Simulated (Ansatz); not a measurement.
System: dibromogermane, sum formula GeH2Br2, net charge 0, singlet state. 
Geometry from a B3LYP-D3(BJ)/def2-TZVP (Ansatz, a program for electronic structure) optimisation:
```xyz
5

Br    -1.8636     0.5473    -0.0220
Ge    -0.0442    -0.8853     0.0318
Br     1.9089     0.3594    -0.0106
H     -0.0867    -1.6577     1.3521
H     -0.0835    -1.7507    -1.2296
```

Dipole moments at this geometry, in debye (magnitudes).

```csv
level,program,dipole (D)
PBE/def2-TZVPD,Ansatz,1.67
BLYP/def2-TZVPD,Ansatz,1.67
revPBE/def2-TZVPD,Ansatz,1.66
B97M-V/def2-TZVPD,Ansatz,1.66
B3LYP/def2-TZVPD,Ansatz,(withheld)
BHLYP/def2-TZVPD,Ansatz,1.89
HSE06/def2-TZVPD,Ansatz,1.79
wB97M-V/def2-TZVPD,Ansatz,1.84
CCSD(T)/aug-cc-pVDZ,Ansatz,(withheld)
```

Problem. Some entries are withheld; supply them.

Solution. 
- B3LYP/def2-TZVPD, dipole (D): 1.77
- CCSD(T)/aug-cc-pVDZ, dipole (D): 1.75
